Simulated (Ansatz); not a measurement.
Molecule: 1,1-difluoroethane, C2H4F2, charge 0, multiplicity 1. SMILES: C(F)(F)C
Geometry from a B3LYP-D3(BJ)/def2-TZVP (Ansatz, a quantum-chemistry and plane-wave program) optimisation:
```
C
F 1 1.3715
F 1 1.3715 2 106.89
H 1 1.0926 2 107.35 3 114.92
C 1 1.5017 4 114.35 3 122.69
H 5 1.0898 1 109.82 4 -59.97
H 5 1.0898 6 109.06 1 -120.39
H 5 1.0899 6 109.32 7 -119.48
```
Charge 0, spin multiplicity 1.

Quantity: atomisation energy (electronic, to ground-state atoms), in eV. Correlated levels leave the core frozen unless marked. Open shells are spin-unrestricted. Spin-orbit coupling is left out. No relativistic terms. The coupled-cluster limit lacks core correlation, which all-electron functionals hold. Basis-set limits of correlation are two-point, X^-3; Hartree-Fock from the larger set (for Q and 5 zeta extrapolated as (X+1)exp(-9√X)).

```tsv
level	program	atomisation energy (eV)	minus last row
BLYP/def2-TZVPD	Ansatz	31.79	-0.20
B3LYP-D4/def2-TZVPD	Ansatz + dftd4	31.93	-0.06
PBE0-D3(BJ)/def2-TZVPD	Ansatz + dftd3	32.11	0.12
PBE0-D4/def2-TZVPD	Ansatz + dftd4	32.11	0.12
PBE0/def2-TZVPD	Ansatz	32.03	0.04
r2SCAN0-D4/def2-TZVPD	Ansatz + dftd4	31.49	-0.50
B2GP-PLYP-D3(BJ)/def2-TZVPD	Ansatz + dftd3	31.62	-0.37
MP2/6-31G	Ansatz	27.26	-4.73
CCSD/aug-cc-pVQZ	Ansatz	31.29	-0.70
CCSD(T)/CBS(cc-pVQZ,cc-pV5Z)	Ansatz	31.99	0.00
```
